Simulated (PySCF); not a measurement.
**Electric field gradients and quadrupole coupling constants**

Glutaronitrile, C5H6N2.
Geometry (GFN2-xTB, Å), atoms numbered from 1 in this order:
```
atom  x, y, z in Å
N1     2.528    1.228    0.733
C2     1.865    0.574    0.071
C3     1.005   -0.264   -0.726
C4    -0.093   -0.896    0.141
C5    -1.023    0.171    0.736
C6    -1.707    0.894   -0.306
N7    -2.230    1.449   -1.157
H8     1.616   -1.042   -1.191
H9     0.559    0.347   -1.518
H10   -0.673   -1.589   -0.472
H11    0.364   -1.459    0.958
H12   -0.445    0.884    1.332
H13   -1.771   -0.296    1.382
```

Field gradients from the PBE0/pcSseg-1 density (PySCF, non-relativistic), principal values in atomic units, ordered |Vxx| ≤ |Vyy| ≤ |Vzz|:

```
atom     Vxx     Vyy      Vzz
  N1  0.4665  0.5122  -0.9788
  N7  0.4662  0.5128  -0.9790
```

Find the asymmetry η = (Vxx − Vyy)/Vzz and the couplings χ = eQV/h (234.96 MHz × Q in barn × V in au), with Q(14N) = 0.02044 b.

| atom | environment | nucleus | η | χzz (MHz) | χxx (MHz) | χyy (MHz) |
| --- | --- | --- | --- | --- | --- | --- |
| N1 | nitrile nitrogen | 14N | 0.05 | -4.701 | 2.240 | 2.460 |
| N7 | nitrile nitrogen | 14N | 0.05 | -4.702 | 2.239 | 2.463 |

The tensor is traceless: Vxx + Vyy + Vzz = 0.

What is Vzz at N1 in SI units (1 au = 9.71736 × 10²¹ V/m²)?

-0.9788 au = -9.511 × 10²¹ V/m².

And the gradient at the other heavy atoms, for which no coupling is worked out here?

| atom | environment | Vzz (au) | η |
| --- | --- | --- | --- |
| C2 | nitrile carbon | -0.401 | 0.01 |
| C3 | sp3 carbon next to a nitrile | 0.175 | 0.45 |
| C4 | chain CH2 carbon | -0.127 | 0.88 |
| C5 | sp3 carbon next to a nitrile | 0.176 | 0.44 |
| C6 | nitrile carbon | -0.401 | 0.01 |

Were the hydrogens deuterons (Q(2H) = 0.00286 b), χzz would run from 194 kHz (H9 and H12) to 200 kHz (H10, H11, H13 and H8).

Isolated species at its GFN2-xTB geometry (one conformer only). GFN2-xTB bond lengths can be off by several hundredths of an ångström, more for odd bonds, and the gradients follow them. A larger basis could move these couplings by a tenth or more.
